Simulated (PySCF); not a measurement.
## How the method moves the HOMO and LUMO of `F[Si@H]1CCCN1`

Compound: C3H8FNSi.
Numbering: `[F:1][Si@H:2]1[CH2:3][CH2:4][CH2:5][NH:6]1` (hydrogens: H7 on Si2; H8, H9 on C3; H10, H11 on C4; H12, H13 on C5; H14 on N6)

Structure used (PBE0-D3(BJ)/def2-SVP), in Å, numbered top down from 1:
```
atom  x, y, z in Å
F1     0.7661    1.9869    1.6549
Si2    0.3105    1.3963    0.2007
C3     1.0960   -0.2636   -0.1627
C4     0.0169   -1.2302    0.3542
C5    -1.3653   -0.6625    0.0130
N6    -1.2877    0.7786    0.1891
H7     0.5548    2.5336   -0.7261
H8     1.2344   -0.3709   -1.2528
H9     2.0745   -0.4246    0.3124
H10    0.1322   -2.2469   -0.0535
H11    0.1051   -1.3116    1.4505
H12   -1.6365   -0.9325   -1.0284
H13   -2.1332   -1.1119    0.6665
H14   -2.1555    1.2958    0.1557
```

Basis pcSseg-1 throughout (PySCF), one geometry. Isolated species at its PBE0-D3(BJ)/def2-SVP geometry (one conformer only).

Q: How do the orbital energies, the gap and the dipole change with the method?

A: 
| method | kind | HOMO (eV) | LUMO (eV) | gap (eV) | μ (D) | SCF cycles |
| --- | --- | --- | --- | --- | --- | --- |
| BLYP | GGA | -5.47 | 0.41 | 5.88 | 2.22 | 13 |
| OPBE | GGA | -5.59 | 0.57 | 6.17 | 2.25 | 15 |
| B97-D | GGA | -5.60 | 0.53 | 6.13 | 2.24 | 15 |
| PBE | GGA | -5.61 | 0.40 | 6.00 | 2.26 | 13 |
| BP86 | GGA | -5.71 | 0.48 | 6.19 | 2.27 | 13 |
| KT2 | GGA | -5.72 | 0.33 | 6.04 | 2.26 | 16 |
| KT3 | GGA | -5.72 | 0.24 | 5.96 | 2.21 | 15 |
| LDA | LDA | -5.73 | 0.25 | 5.98 | 2.36 | 13 |
| B97-2 | global hybrid | -6.74 | 1.26 | 8.00 | 2.33 | 13 |
| B3LYP | global hybrid | -6.75 | 0.93 | 7.68 | 2.30 | 12 |
| PBE0 | global hybrid | -7.00 | 1.25 | 8.25 | 2.35 | 12 |
| mPW1PW91 | global hybrid | -7.04 | 1.25 | 8.29 | 2.36 | 12 |
| BHandHLYP | global hybrid | -8.31 | 1.95 | 10.25 | 2.39 | 12 |
| CAM-B3LYP | range-separated hybrid | -8.39 | 2.11 | 10.50 | 2.33 | 12 |
| wB97X-D | range-separated hybrid | -8.91 | 3.08 | 12.00 | 2.38 | 13 |
| LC-wPBE | range-separated hybrid | -9.80 | 3.45 | 13.25 | 2.34 | 13 |
| HF | Hartree–Fock | -10.41 | 4.12 | 14.53 | 2.47 | 10 |

The HOMO spans 4.93 eV, from BLYP down to HF, and the gap runs from 5.88 eV (BLYP) to 14.53 eV (HF). Over the methods BLYP (0 %), OPBE (0 %), B97-D (0 %), PBE (0 %), BP86 (0 %), KT2 (0 %), KT3 (0 %), LDA (0 %), B97-2 (21 %), B3LYP (20 %), PBE0 (25 %), mPW1PW91 (25 %), BHandHLYP (50 %), HF (100 %), a straight line through the gap against the share of exact exchange rises by 0.85 eV for each 10 % (correlation coefficient 0.999). The dipole ranges from 2.21 D (KT3) to 2.47 D (HF). This basis has no diffuse functions.
